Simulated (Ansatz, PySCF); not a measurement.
Molecule: AlH, charge 0, multiplicity 1. SMILES: [AlH]
Coordinates optimised at B3LYP-D3(BJ)/def2-TZVP (Ansatz, a quantum-chemistry and plane-wave program):
```
Al
H 1 1.6619
```
Charge 0, spin multiplicity 1.

Wanted: enthalpy of formation at 298 K, in kcal/mol. Conventions: six Cartesian d functions in 6-31G* and its kin unless marked 5d; LANL2DZ with its own core potentials from Na on; UHF or UKS for open shells; frozen cores in correlated levels; no spin-orbit coupling; non-relativistic; 6-311+G** with 5d, 6d on Na to Ar in Ansatz. First-principles rows: single points at B3LYP-D3(BJ) geometries (Ansatz), with unscaled harmonic terms from B3LYP/6-31G* at its own minima, enthalpies of formation by atomisation with measured atoms. The Hartree-Fock reference of [AlH] (AlH) is unstable towards a lower, spin-broken solution.

| level | program | enthalpy of formation at 298 K (kcal/mol) |
|---|---|---|
| PBE/6-311+G** | Ansatz | 63.5 |
| BLYP/6-31G* | Ansatz | 61.1 |
| BP86/def2-SVP | PySCF | 59.5 |
| B3LYP/3-21G | Ansatz | 63.3 |
| B3LYP/6-31G* | Ansatz | 60.4 |
| B3LYP/cc-pVDZ | Ansatz | 61.1 |
| MP2/LANL2DZ | Ansatz | 77.3 |
| PBE/def2-TZVPD | Ansatz | 62.8 |
| r2SCAN-D4/def2-TZVPD | Ansatz + dftd4 | 62.5 |
| wB97M-V/def2-TZVPD | Ansatz | 57.2 |

No value to compare with is used here. The 7 habitual levels span 59.5 (BP86/def2-SVP) to 77.3 kcal/mol (MP2/LANL2DZ); PBE/def2-TZVPD gives 62.8.

The levels are drawn from those run, B3LYP/6-31G* more often than the rest, none by its result; runs whose electronic state is in doubt are left out.
